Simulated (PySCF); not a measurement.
Computed properties of H7Si3, SMILES [SiH]([SiH3])[SiH3]

H7Si3, SMILES [SiH3][SiH][SiH3] (connectivity only; charge and spin as stated), charge +1, multiplicity 1. The structure is a stationary point at PBE0-D3(BJ)/def2-SVP. The spin state was assumed, not searched. The isomer is the one that the SMILES or the coordinates give; other isomers of the formula were not compared. One conformer was computed; it need not be the lowest. All values are computed for the isolated molecule unless a solvent is named; none is compared with measurement here.

**Structure.** All 24 harmonic modes at PBE0-D3(BJ)/def2-SVP (PySCF) are real, so it is a minimum. With heavy atoms numbered as in [SiH3:1][SiH:2][SiH3:3], the shortest bond between them is Si1–Si2 at 2.362 Å and the longest Si2–Si3 at 2.362 Å.

**Vibrations.** The strongest infrared lines (harmonic, unscaled, degenerate partners summed) lie at 720 cm⁻¹ (322 km/mol, H 89 %, Si 11 %), 812 cm⁻¹ (162 km/mol, H 90 %, Si 10 %), 902 cm⁻¹ (59 km/mol, H 97 %). The softest mode is at 29 cm⁻¹ and the zero-point energy is 35.6 kcal/mol.

**Electronic structure.** HF/def2-TZVPD (PySCF) places the frontier levels at -15.79 and -5.55 eV, a gap of 10.24 eV and a mean polarisability of 77.3 bohr³. PBE/def2-TZVPD (PySCF) at the same geometry gives -12.23 and -9.71 eV, so its gap is 7.72 eV narrower. An orbital gap is neither the optical nor the fundamental gap.

**Excitations.** TDA-PBE0/def2-SVPD (PySCF) has S1 at 3.03 eV (410 nm, f = 0.000, dark); the most intense of the 10 singlets computed lies at 7.43 eV (f = 0.79). T1 (TDA) is at 2.29 eV, 0.74 eV under S1. TDA-PBE/def2-SVPD (PySCF) puts S1 at 2.85 eV.

**NMR.** GIAO shifts at B3LYP/pcSseg-1 (PySCF) (non-relativistic, atoms alike by connectivity averaged): ¹H from 5.1 to 12.6 ppm against TMS; ²⁹Si from -63.3 to 752.9 ppm against TMS.
